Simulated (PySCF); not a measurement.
A GIAO shielding run with PySCF (density fitting, non-relativistic, gas phase) on `F[Si@H]([SiH2]CCN)C[SiH3]`, C₃H₁₄FNSi₃:

```
$ OMP_NUM_THREADS=1 python probes_run.py task.json out

{"job": {"kind": "nmr", "xc": "PBE0", "basis": "pcSseg-1"}, "charge": 0, "multiplicity": 1}
N     -3.573120     0.473504     0.996188
C     -3.133601    -0.710642     0.277638
C     -1.907051    -0.335009    -0.535214
Si    -0.790298     0.775868     0.541982
Si     1.303534     0.857787    -0.438266
F      2.030932     2.183182     0.159385
C      2.472297    -0.577137     0.006195
Si     4.248789    -0.438559    -0.659742
H     -3.909888     1.171321     0.341625
H     -4.329275     0.256023     1.636085
H     -2.856097    -1.458112     1.025740
H     -3.919707    -1.151406    -0.360484
H     -1.396522    -1.237346    -0.871171
H     -2.214054     0.204624    -1.432550
H     -1.369903     2.120807     0.643308
H     -0.750460     0.203486     1.896162
H      1.405676     1.118270    -1.878899
H      2.517982    -0.659680     1.093448
H      2.037787    -1.513262    -0.345714
H      5.031680    -1.577869    -0.163739
H      4.873078     0.802963    -0.209123
H      4.217810    -0.489428    -2.124489
```

Hardware: 1 thread of an Arm Neoverse V1, shared host. The job also computes population analyses, field gradients.

(1) How large is the calculation?

(2) How long does it take, and how much memory does it need?

## Answers

(1) 90 electrons, 227 basis functions and 1245 auxiliary functions.

(2) 51 s of wall time, with 12 SCF cycles and 4 response iterations; peak memory 0.96 GiB. Times on a shared host scatter by some tens of per cent.
